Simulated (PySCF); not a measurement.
Species: F2H5NSi2.
SMILES: `F[SiH](F)[SiH2]N`

Jobs on this species (10 atoms, 58 electrons) with PySCF (density fitting). Hardware of each: one thread of an Intel Xeon Platinum 8375C at 2.90 GHz, on a shared host. Other jobs ran on the host; a repeat could differ by tens of per cent or more. Peak memory is the resident size of the whole Python process, interpreter and libraries included.

Question: Rank these jobs by wall time, shortest first.
A. PBE0-D3(BJ)/def2-SVP, grid level 1; geometry optimisation from a GFN2-xTB start shaken at random; 103 basis functions
B. delta-SCF UKS B3LYP, pcX-2 on the ionised atom, pcseg-1 elsewhere, spin-free X2C; ΔSCF core ionisation, 6 holes; 145 basis functions
C. delta-SCF UKS PBE, pcX-2 on the ionised atom, pcseg-1 elsewhere, spin-free X2C; ΔSCF core ionisation, 6 holes; 145 basis functions

Answer: C (18 s), B (30 s), A (55 s).

All jobs:

```json
{"level and settings": "delta-SCF UKS HF, pcX-2 on the ionised atom, pcseg-1 elsewhere, spin-free X2C", "work": "ΔSCF core ionisation, 6 holes", "basis functions": "145", "SCF cycles": "74", "wall time": "16 s", "peak memory": "0.50 GiB"}
{"level and settings": "delta-SCF UKS PBE, pcX-2 on the ionised atom, pcseg-1 elsewhere, spin-free X2C", "work": "ΔSCF core ionisation, 6 holes", "basis functions": "145", "SCF cycles": "88", "wall time": "18 s", "peak memory": "0.47 GiB"}
{"level and settings": "delta-SCF UKS SCAN, pcX-1 on the ionised atom, pcseg-1 elsewhere, spin-free X2C", "work": "ΔSCF core ionisation, 6 holes", "basis functions": "125", "SCF cycles": "84", "wall time": "18 s", "peak memory": "0.50 GiB"}
{"level and settings": "delta-SCF UKS SCAN, def2-TZVP on the ionised atom, pcseg-1 elsewhere, spin-free X2C", "work": "ΔSCF core ionisation, 6 holes", "basis functions": "122", "SCF cycles": "85", "wall time": "21 s", "peak memory": "0.50 GiB"}
{"level and settings": "delta-SCF UKS SCAN, pcX-2 on the ionised atom, pcseg-1 elsewhere, spin-free X2C", "work": "ΔSCF core ionisation, 6 holes", "basis functions": "145", "SCF cycles": "86", "wall time": "22 s", "peak memory": "0.47 GiB"}
{"level and settings": "delta-SCF UKS SCAN, pcX-2 on the ionised atom, pcseg-1 elsewhere, non-relativistic", "work": "ΔSCF core ionisation, 6 holes", "basis functions": "145", "SCF cycles": "85", "wall time": "22 s", "peak memory": "0.50 GiB"}
{"level and settings": "delta-SCF UKS PBE0, pcX-2 on the ionised atom, pcseg-1 elsewhere, spin-free X2C", "work": "ΔSCF core ionisation, 6 holes", "basis functions": "145", "SCF cycles": "75", "wall time": "28 s", "peak memory": "0.54 GiB"}
{"level and settings": "delta-SCF UKS B3LYP, pcX-2 on the ionised atom, pcseg-1 elsewhere, spin-free X2C", "work": "ΔSCF core ionisation, 6 holes", "basis functions": "145", "SCF cycles": "77", "wall time": "30 s", "peak memory": "0.56 GiB"}
{"level and settings": "PBE0-D3(BJ)/def2-SVP, grid level 1", "work": "geometry optimisation from a GFN2-xTB start shaken at random", "basis functions": "103", "SCF cycles": "106", "wall time": "55 s", "peak memory": "0.43 GiB"}
```

What do all jobs in the table cost together?

About 3.8 min; the longest takes about 24 % of that, and about 3.4 times as long as the shortest.
